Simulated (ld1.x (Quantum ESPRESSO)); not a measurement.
# u(r) = r·R(r): atom against pseudo-atom (C)

Columns: radius, all-electron u(r) and pseudo u(r) of the 2p shell (level -31.85 eV) of carbon in the configuration [He] 2s2 2p0; LDA (PZ), non-relativistic, TM scheme, ld1.x (Quantum ESPRESSO) 7.5.

```
r (bohr)  all-electron  pseudo
   0.128        0.0968  0.0323
   0.255        0.2763  0.1233
   0.382        0.4563  0.2598
   0.510        0.6072  0.4228
   0.638        0.7191  0.5876
   0.765        0.7922  0.7305
   0.893        0.8317  0.8366
   1.020        0.8426  0.8959
   1.148        0.8307  0.9097
   1.275        0.8020  0.8853
   1.402        0.7613  0.8341
   1.530        0.7124  0.7673
   1.658        0.6588  0.6950
   1.785        0.6036  0.6244
   1.912        0.5485  0.5585
   2.040        0.4944  0.4982
   2.168        0.4427  0.4437
   2.295        0.3946  0.3947
   2.422        0.3499  0.3499
   2.550        0.3086  0.3086
   2.678        0.2711  0.2711
   2.805        0.2376  0.2376
   2.932        0.2075  0.2075
   3.060        0.1805  0.1805
   3.188        0.1566  0.1566
   3.315        0.1357  0.1357
```

(1) How many radial nodes do the two functions have?

(2) At about which radius was the pseudo-wave matched?

(3) Where does each function peak?

(4) Is the pseudo-wave norm-conserving?

## Answers

(1) The all-electron 2p function has n − l − 1 = 0; the pseudo-wave has 0.

(2) 2.55 bohr. The columns agree to 0.0005 from 2.29 bohr on; several derivatives are matched, so the curves merge somewhat inside the radius.

(3) Outermost all-electron maximum near 1.02 bohr, pseudo maximum near 1.15 bohr (to the table’s step).

(4) Yes: the TM scheme keeps the norm inside the radius equal to the all-electron one, which fixes the energy derivative of the logarithmic derivative at the level.
